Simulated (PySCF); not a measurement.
# Computed properties of C2H9NOSi, SMILES C[Si@H](N)OC

C2H9NOSi, SMILES [Si@@H](OC)(C)N. The structure is a stationary point at PBE0-D3(BJ)/def2-SVP. The structure was generated by enumeration; whether it is a known compound was not checked. The values are those of a single conformer. All values are computed for the isolated molecule unless a solvent is named; none is compared with measurement here.

**Structure.** All 36 harmonic modes at PBE0-D3(BJ)/def2-SVP (PySCF) are real, so it is a minimum. With heavy atoms numbered as in [CH3:1][O:2][Si@H:3]([CH3:4])[NH2:5], the shortest bond between them is C1–O2 at 1.395 Å and the longest Si3–C4 at 1.870 Å.

**Vibrations.** The strongest infrared lines (harmonic, unscaled, degenerate partners summed) lie at 922 cm⁻¹ (264 km/mol, H 49 %, Si 34 %, N 11 %), 904 cm⁻¹ (222 km/mol, H 68 %, Si 20 %), 1224 cm⁻¹ (151 km/mol, H 37 %, O 34 %, C 28 %). The softest mode is at 72 cm⁻¹ and the zero-point energy is 71.7 kcal/mol.

**Electronic structure.** CAM-B3LYP/def2-TZVP (PySCF) places the frontier levels at -8.88 and 1.58 eV, a gap of 10.46 eV, and gives a dipole moment of 2.08 D and a mean polarisability of 59.6 bohr³. PBE/def2-TZVP (PySCF) at the same geometry gives -5.94 and 0.01 eV, so its gap is 4.51 eV narrower. An orbital gap is neither the optical nor the fundamental gap.

**Excitations.** TDA-B3LYP/def2-SVPD (PySCF) has S1 at 6.41 eV (193 nm, f = 0.045, weak); the most intense of the 10 singlets computed lies at 6.41 eV (f = 0.04). T1 (TDA) is at 6.07 eV, 0.34 eV under S1. TDA-PBE/def2-SVPD (PySCF) puts S1 at 5.84 eV. No vertical singlet excitation falls in the visible range (under 3.1 eV).

**NMR.** GIAO shifts at HF/pcSseg-1 (PySCF) (non-relativistic, atoms alike by connectivity averaged): ¹³C from -1.8 to 46.3 ppm against TMS; ¹H from 0.4 to 4.4 ppm against TMS; ²⁹Si at -19.8 ppm against TMS.

**Solvation.** SMD-M06-2X/6-31G* (PySCF) gives -2.4 kcal/mol in water, -3.6 kcal/mol in cyclohexanone, -3.3 kcal/mol in dimethylsulfoxide (1 M in both phases, gas-phase geometry).
